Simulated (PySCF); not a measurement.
CH6GaNO2. Atoms are numbered in the order given.

```xyz
11

Ga     0.1297     0.0858     0.3387
O      1.3881    -0.3475     1.5461
H      1.4084     0.2909     2.2817
O      0.1060    -0.9972    -1.0989
C     -0.7868    -0.7702    -2.1654
H     -0.6644     0.2332    -2.6416
H     -0.6002    -1.5299    -2.9563
H     -1.8615    -0.8670    -1.8722
N     -0.9431     1.5742     0.4184
H     -1.1405     1.9978     1.3286
H     -1.7912     1.5750    -0.1548
```
Charge 0, spin multiplicity 1.

Geometry: PBE-D3(BJ)/def2-SVP. The geometry has at least one imaginary mode, so it is a saddle point at that level. The structure was generated by enumeration; whether it is a known compound was not checked. The values are those of a single conformer.

All values below come from PySCF 2.14.0 with PBE-D3(BJ)/def2-SVP.

Frequencies are harmonic and unscaled.

```csv
mode,ν (cm⁻¹),IR (km/mol),moving atoms (share of kinetic energy)
1,30i,0.3,H 96 %
2,85,2.2,"O 49 %, H 23 %, C 20 %"
3,100,0.2,"C 28 %, N 26 %, H 25 %, O 12 %, Ga 9 %"
4,163,15.3,"O 45 %, N 22 %, H 18 %, Ga 14 %"
5,188,20.5,"Ga 38 %, O 37 %, N 17 %, H 8 %"
6,219,52.5,H 95 %
7,257,6.8,"O 41 %, C 26 %, H 18 %, Ga 14 %"
8,301,27.3,"H 89 %, O 8 %"
9,333,171.5,"H 79 %, N 20 %"
10,588,18.8,"O 64 %, N 12 %, H 9 %, C 9 %"
11,665,57.8,"O 38 %, N 32 %, Ga 18 %, H 10 %"
12,707,66.2,"O 42 %, Ga 25 %, N 24 %, H 8 %"
13,743,87.4,"H 85 %, N 11 %"
14,830,55.7,H 89 %
15,1102,182.2,"O 45 %, C 41 %, H 13 %"
16,1133,0.1,"H 77 %, C 19 %"
17,1157,28.5,"H 64 %, C 22 %, O 14 %"
18,1417,0.5,H 95 %
19,1420,2.1,H 96 %
20,1428,34.5,"H 90 %, C 10 %"
21,1476,20.3,"H 91 %, N 9 %"
22,2882,104.7,H 97 %
23,2940,62.2,"H 90 %, C 10 %"
24,2998,40.6,"H 91 %, C 9 %"
25,3479,12.5,H 96 %
26,3582,16.9,"H 91 %, N 9 %"
27,3744,47.7,H 94 %
```
